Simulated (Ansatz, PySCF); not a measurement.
H3InO2, singlet, geometry from GFN2-xTB (such geometries of metal compounds can be far from the true shape) (core potentials on In), with bond 6-5 at 2.4 times its length. Base run: CASSCF(4,6)/def2-SVP run with PySCF.

Input for PySCF:
```python
from pyscf import gto, scf, mcscf
import numpy

mol = gto.M(
    atom='''
In   -0.20917303   -0.15298070   -0.12516015
H    -1.40626281   -1.10577389   -0.80961604
O     0.14053792    1.69129429   -0.57012066
H     0.87730361    1.97278393   -0.02328425
O     1.07405160   -0.66832189    1.24141600
H     1.04445895   -2.79571302    2.09094083
''',
    basis='def2-svp',
    ecp={'In': 'def2-svp'},
    verbose=4,
)

mf = scf.RHF(mol)
mf.kernel()
mc = mcscf.CASSCF(mf, 6, 4)
mc.fix_spin_(ss=0.0)
mc.kernel()
occ = numpy.linalg.eigvalsh(mc.fcisolver.make_rdm1(mc.ci, mc.ncas, mc.nelecas))[::-1]
ss = mc.fcisolver.spin_square(mc.ci, mc.ncas, mc.nelecas)[0]
print('natural occupations', occ.round(4), ' <S^2>', round(ss, 4))
```

Programs used: Ansatz (a first-principles code), PySCF; a row that names a program was run with it.

Each row names what was changed in the base input (with any setting that the change needs).

| change | ΔE vs base (mEh) | natural occupations | <S^2> of the state | outcome |
|---|---|---|---|---|
| base | 0.000 | 1.97 1.38 0.61 0.02 0.00 0.00 | 0.00 | converged |
| active space = 6 electrons, 6 orbitals | -21.544 | 1.98 1.97 1.42 0.58 0.03 0.02 | 0.00 | converged |
| active space = 10 electrons, 9 orbitals | -41.937 | 2.00 1.98 1.98 1.97 1.42 0.58 0.03 0.02 0.02 | 0.00 | converged |
| correction = SC-NEVPT2 | -407.8 | 1.97 1.38 0.61 0.02 0.00 0.00 | 0.00 | converged |
| start = MP2 natural orbitals | 0.000 | 1.97 1.38 0.61 0.02 0.00 0.00 | 0.00 | converged |
| solver = newton | 0.000 | 1.97 1.38 0.61 0.02 0.00 0.00 | 0.00 | converged |
| orbitals = fixed (CASCI) | 60.689 | 2.00 1.46 0.54 0.00 0.00 0.00 | 0.00 | converged |
| active space = 2 electrons, 4 orbitals | 32.834 | 1.37 0.63 0.00 0.00 | 0.00 | converged |
| code = ansatz | 0.016 | - | - | converged |
| code = ansatz; correction = SC-NEVPT2, all electrons | -408.8 | - | - | converged |
| active space = 6 electrons, 5 orbitals | - | - | - | not converged |

Active orbitals are taken around the Fermi level unless the row says otherwise; CASSCF can end in different local minima, and two programs can end on different orbitals. State-averaged rows give the lowest state.

Ansatz warned in this series: other orbitals give a lower active-space energy.
